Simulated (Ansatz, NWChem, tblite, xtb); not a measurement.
## How methods differ on C2H7InO (SMILES [CH3][In]([CH3])[OH])

The species is C2H7InO (11 atoms), meant as a singlet with charge 0. As SMILES, `[CH3][In]([CH3])[OH]`. The coordinates come from a PBE0-D4/def2-TZVP relaxation.

Quantity: the HOMO–LUMO gap, in eV. The values are calculated.

| level | kind | program | value (eV) | CPU time |
| --- | --- | --- | --- | --- |
| GFN2-xTB | semi-empirical | xtb | 4.06 | under 2 s |
| GFN0-xTB | semi-empirical | xtb | 3.42 | under 2 s |
| GFN1-xTB | semi-empirical | xtb | 5.15 | under 2 s |
| IPEA1-xTB | semi-empirical | tblite | 4.05 | under 2 s |
| HF/def2-SVP (core potential) | Hartree–Fock | NWChem | 12.09 | 22 s |
| SVWN5/def2-SVP (core potential) | LDA | Ansatz | 4.65 | 5.7 s |
| BLYP/def2-SVP (core potential) | GGA | Ansatz | 4.61 | 8.2 s |
| PBE/def2-SVP (core potential) | GGA | Ansatz | 4.69 | 8.2 s |
| revPBE/def2-SVP (core potential) | GGA | Ansatz | 4.72 | 8.2 s |
| r2SCAN/def2-SVP (core potential) | meta-GGA | Ansatz | 5.25 | 16 s |

The values span 3.42 to 12.09 eV. Orbital gaps aren't excitation energies; they tend to grow with the share of exact exchange. CPU times are rough (shared hosts, several kinds of processor and program).
